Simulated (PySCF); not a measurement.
C4H8OSi, SMILES C=C/C=C/[SiH2]O.

The structure is a stationary point at ωB97X-D3(BJ)/def2-SVP. The structure was generated by enumeration; whether it is a known compound was not checked. One conformer was computed; it need not be the lowest.

These are ωB97X-D3(BJ)/def2-SVP (PySCF 2.14.0) values and carry that method's errors.

Frequencies are harmonic and unscaled.

Computed vibrational spectrum:
```csv
mode,ν (cm⁻¹),IR (km/mol),moving atoms (share of kinetic energy)
1,82,2.1,"H 42 %, C 31 %, Si 14 %, O 12 %"
2,108,0.6,"O 41 %, C 41 %, H 17 %"
3,145,12.4,"C 51 %, H 44 %"
4,201,0.3,"C 58 %, H 40 %"
5,238,60.9,"H 75 %, C 18 %"
6,267,56.5,"C 39 %, H 33 %, O 25 %"
7,414,36.7,"Si 48 %, C 34 %, H 13 %"
8,465,1.6,"C 66 %, H 28 %"
9,580,39.0,"H 85 %, Si 9 %"
10,660,41.4,"H 76 %, C 16 %"
11,733,30.8,"H 83 %, C 13 %"
12,762,8.9,"C 49 %, H 38 %"
13,842,113.0,"H 45 %, O 42 %, Si 12 %"
14,889,58.8,"H 55 %, C 32 %"
15,893,37.3,"H 66 %, C 15 %, O 14 %"
16,943,304.1,"H 56 %, Si 22 %, C 17 %"
17,956,108.0,"H 70 %, C 27 %"
18,971,33.0,"H 76 %, C 24 %"
19,983,121.7,"H 85 %, Si 11 %"
20,1026,2.3,"H 81 %, C 19 %"
21,1068,34.8,"H 92 %, C 8 %"
22,1151,14.6,"H 60 %, C 39 %"
23,1249,7.5,"H 60 %, C 40 %"
24,1313,5.5,"H 74 %, C 26 %"
25,1323,1.0,"H 78 %, C 22 %"
26,1434,1.0,"H 81 %, C 19 %"
27,1693,53.7,"C 90 %, H 10 %"
28,1767,10.5,"C 90 %, H 10 %"
29,2227,196.4,H 97 %
30,2279,153.2,H 97 %
31,3161,6.2,"H 92 %, C 8 %"
32,3164,0.2,H 92 %
33,3168,9.3,H 94 %
34,3188,7.7,"H 91 %, C 9 %"
35,3271,5.6,"H 89 %, C 11 %"
36,3936,83.7,H 94 %
```
